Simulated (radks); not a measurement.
Values are calculated unless marked as measured or tabulated.
Effect of the nuclear size on the lead ion Pb2+, [Hg]. Code: a radial shooting solver on a logarithmic mesh with Libxc functionals. Model: Dirac Kohn-Sham, LDA (Slater exchange, Perdew-Wang correlation), spin-unpolarised, spherical densities, finite nucleus; Fermi nuclear charge, rms radius 5.5012 fm. The rms radius is varied about that value; shifts are against it.

[
 {"rms radius (fm)": "4.5715", "total energy shift (eV)": "-41.0", "density at nucleus (e/bohr^3)": "2.953e+06", "1s1/2 shift (meV)": "-16300", "2s1/2 shift (meV)": "-2480", "5s1/2 shift (meV)": "-29.9", "5p1/2 shift (meV)": "0.654", "6s1/2 shift (meV)": "-3.43", "6p1/2 (empty) shift (meV)": "0.601", "7s1/2 (empty) shift (meV)": "-0.538"},
 {"rms radius (fm)": "5.0996", "total energy shift (eV)": "-18.2", "density at nucleus (e/bohr^3)": "2.816e+06", "1s1/2 shift (meV)": "-7260", "2s1/2 shift (meV)": "-1100", "5s1/2 shift (meV)": "-13.3", "5p1/2 shift (meV)": "0.290", "6s1/2 shift (meV)": "-1.52", "6p1/2 (empty) shift (meV)": "0.267", "7s1/2 (empty) shift (meV)": "-0.239"},
 {"rms radius (fm)": "5.5012", "total energy shift (eV)": "0", "density at nucleus (e/bohr^3)": "2.725e+06", "1s1/2 shift (meV)": "0.000", "2s1/2 shift (meV)": "0.000", "5s1/2 shift (meV)": "0.000", "5p1/2 shift (meV)": "0.000", "6s1/2 shift (meV)": "0.000", "6p1/2 (empty) shift (meV)": "0.000", "7s1/2 (empty) shift (meV)": "0.000"},
 {"rms radius (fm)": "6.0128", "total energy shift (eV)": "24.3", "density at nucleus (e/bohr^3)": "2.622e+06", "1s1/2 shift (meV)": "9690", "2s1/2 shift (meV)": "1470", "5s1/2 shift (meV)": "17.7", "5p1/2 shift (meV)": "-0.384", "6s1/2 shift (meV)": "2.04", "6p1/2 (empty) shift (meV)": "-0.357", "7s1/2 (empty) shift (meV)": "0.319"},
 {"rms radius (fm)": "6.5189", "total energy shift (eV)": "49.6", "density at nucleus (e/bohr^3)": "2.531e+06", "1s1/2 shift (meV)": "19800", "2s1/2 shift (meV)": "3000", "5s1/2 shift (meV)": "36.2", "5p1/2 shift (meV)": "-0.779", "6s1/2 shift (meV)": "4.15", "6p1/2 (empty) shift (meV)": "-0.727", "7s1/2 (empty) shift (meV)": "0.651"}
]

Slopes of the eigenvalues against <r^2> in GHz/fm^2, as finite differences over the two radii next to the reference (eigenvalue slopes, not the field-shift constants of lines): 1s1/2 404000, 2s1/2 61300, 5s1/2 739, 5p1/2 -16.0, 6s1/2 84.8, 6p1/2 (empty) -14.9, 7s1/2 (empty) 13.3.
